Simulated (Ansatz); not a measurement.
`FC(F)(F)c1sc(-c2sc(-c3sc(C(F)(F)F)c4c3OCCO4)c3c2OCCO3)c2c1OCCO2`. Charge 0, multiplicity 1. Geometry PBE-D4/def2-SVP; atoms count from 1.

Cartesian coordinates in Å:
```
F -5.176 5.438 -0.737
C -4.685 4.639 -1.718
F -4.450 5.444 -2.785
F -5.672 3.774 -2.071
C -3.466 3.898 -1.287
S -3.430 2.154 -1.284
C -1.787 2.124 -0.665
C -1.068 0.902 -0.447
S 0.581 0.869 0.159
C 0.675 -0.883 0.043
C 1.883 -1.572 0.416
S 3.453 -0.854 0.099
C 4.295 -2.206 0.799
C 5.780 -2.213 0.924
F 6.187 -2.296 2.217
F 6.347 -3.261 0.275
F 6.310 -1.075 0.404
C 3.407 -3.176 1.243
C 2.036 -2.816 1.030
O 1.004 -3.601 1.445
C 1.421 -4.948 1.686
C 2.694 -4.982 2.521
O 3.778 -4.340 1.837
C -0.529 -1.404 -0.429
C -1.508 -0.399 -0.688
O -2.755 -0.683 -1.162
C -2.840 -2.001 -1.717
C -2.151 -3.015 -0.812
O -0.757 -2.724 -0.679
C -1.325 3.427 -0.471
C -2.274 4.435 -0.824
O -2.008 5.763 -0.716
C -0.844 6.027 0.079
C 0.293 5.075 -0.271
O -0.079 3.719 0.003
H 1.585 -5.472 0.716
H 0.589 -5.446 2.223
H 2.520 -4.478 3.500
H 3.015 -6.025 2.710
H -2.372 -2.012 -2.728
H -3.919 -2.232 -1.820
H -2.634 -3.017 0.193
H -2.222 -4.033 -1.243
H -1.099 5.932 1.159
H -0.555 7.076 -0.128
H 0.563 5.180 -1.346
H 1.187 5.289 0.345
```

Single mean-field runs in def2-SVP are fitted with def2-universal-jkfit.

Q: Estimate the Mulliken populations of the heavy atoms from the PBE0/def2-SVP orbitals of Ansatz.

A: 
```
atom  charge (e)
  F1       -0.19
  C2        0.67
  F3       -0.19
  F4       -0.20
  C5       -0.39
  S6        0.22
  C7       -0.14
  C8       -0.13
  S9        0.19
 C10       -0.19
 C11       -0.20
 S12        0.19
 C13       -0.38
 C14        0.67
 F15       -0.19
 F16       -0.19
 F17       -0.20
 C18        0.18
 C19        0.22
 O20       -0.34
 C21        0.12
 C22        0.13
 O23       -0.34
 C24        0.24
 C25        0.12
 O26       -0.36
 C27        0.13
 C28        0.12
 O29       -0.34
 C30        0.14
 C31        0.22
 O32       -0.34
 C33        0.13
 C34        0.12
 O35       -0.36
```
Mulliken values depend strongly on the basis.

Q: And the Mayer bond orders between heavy atoms (over 0.3)?

A: F1–C2 1.14 (1.36 Å); C2–F3 1.14 (1.36 Å); C2–F4 1.10 (1.36 Å); C2–C5 0.96 (1.49 Å); C5–S6 1.09 (1.74 Å); C5–C31 1.53 (1.39 Å); S6–C7 1.13 (1.76 Å); C7–C8 1.22 (1.43 Å); C7–C30 1.45 (1.40 Å); C8–S9 1.10 (1.76 Å); C8–C25 1.46 (1.40 Å); S9–C10 1.10 (1.76 Å); C10–C11 1.10 (1.44 Å); C10–C24 1.49 (1.39 Å); C11–S12 1.14 (1.75 Å); C11–C19 1.49 (1.40 Å); S12–C13 1.10 (1.74 Å); C13–C14 0.95 (1.49 Å); C13–C18 1.54 (1.39 Å); C14–F15 1.14 (1.36 Å); C14–F16 1.14 (1.36 Å); C14–F17 1.10 (1.36 Å); C18–C19 1.19 (1.43 Å); C18–O23 1.14 (1.36 Å); C19–O20 1.12 (1.36 Å); O20–C21 0.93 (1.43 Å); C21–C22 1.06 (1.52 Å); C22–O23 0.92 (1.43 Å); C24–C25 1.19 (1.43 Å); C24–O29 1.12 (1.36 Å); C25–O26 1.10 (1.36 Å); O26–C27 0.92 (1.43 Å); C27–C28 1.06 (1.52 Å); C28–O29 0.93 (1.43 Å); C30–C31 1.21 (1.43 Å); C30–O35 1.10 (1.36 Å); C31–O32 1.14 (1.36 Å); O32–C33 0.92 (1.43 Å); C33–C34 1.06 (1.52 Å); C34–O35 0.92 (1.43 Å).
